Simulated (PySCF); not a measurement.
## Working with the constants of LaP

r²SCAN constants of LaP, triplet, about 0.1 electrons in the 4f shell (Mulliken) (PySCF, scalar-relativistic core potentials, basis sets La def2-TZVPP with ECP46, P def2-TZVPP; masses 138.9063 and 30.9738 u):

| Property | Result |
| --- | --- |
| ωe | 409.6 cm⁻¹ |
| ωexe | 0.905 cm⁻¹ |
| Be | 0.11257 cm⁻¹ |
| αe | 0.000339 cm⁻¹ |
| D (centrifugal) | 3.4e-08 cm⁻¹ |
| De to La (5d1 6s2) + P | 3.03 eV |

Task: Give the vibrational terms G(v) and spacings up to v = 6.

Result: G(v) = ωe(v+½) − ωexe(v+½)².

| v | G(v) (cm⁻¹) | G(v) − G(v−1) | Bv (cm⁻¹) |
| --- | --- | --- | --- |
| 0 | 204.6 |  | 0.1124 |
| 1 | 612.4 | 407.8 | 0.1121 |
| 2 | 1018.3 | 406.0 | 0.1117 |
| 3 | 1422.5 | 404.2 | 0.1114 |
| 4 | 1824.9 | 402.4 | 0.1110 |
| 5 | 2225.4 | 400.6 | 0.1107 |
| 6 | 2624.2 | 398.7 | 0.1104 |

Task: How well does the Morse estimate ωe²/(4ωexe) reproduce De, and what is D0?

Result: It gives 5.75 eV, 190 % of the computed De. D0 = De − G(0) = 3.03 − 0.03 = 3.00 eV.

These are scalar-relativistic numbers at best; spin–orbit coupling would shift them, the dissociation energy most. The state is the lowest single determinant that the PBE0 search found; with open d or f shells the true ground state can be another one.
